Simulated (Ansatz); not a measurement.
Basis-set extrapolation for C2H4AlBO (`BC#C[O][AlH2]`) (PBE0-D4/def2-TZVP geometry, frozen core, the Gaussian-basis code of Ansatz). Multiplicity 1, RHF reference.

```tsv
	def2-TZVPP	def2-QZVPP
HF	-419.572344	-419.587729
MP2 correlation	-0.700987	-0.751052
CCSD(T) correlation	-0.763764	not run
```

Energies in hartree. Use E(X) = E(∞) + A·exp(−7.88·√X) for Hartree–Fock and E(X) = E(∞) + B·X^(−2.97) for correlation, with X = 3 and 4, and add CCSD(T) minus MP2 of the smaller set to the MP2 limit.

Question: What is the CCSD(T) energy at the basis-set limit?

Answer: HF limit: -419.587729 + (-0.015385) × 0.13774 = -419.58985. MP2 limit: -0.751052 + (-0.050065) × 0.74074 = -0.78814. Higher-order term: -0.763764 − (-0.700987) = -0.06278. Total: -420.44077 hartree, 2.85 eV below CCSD(T)/def2-TZVPP.
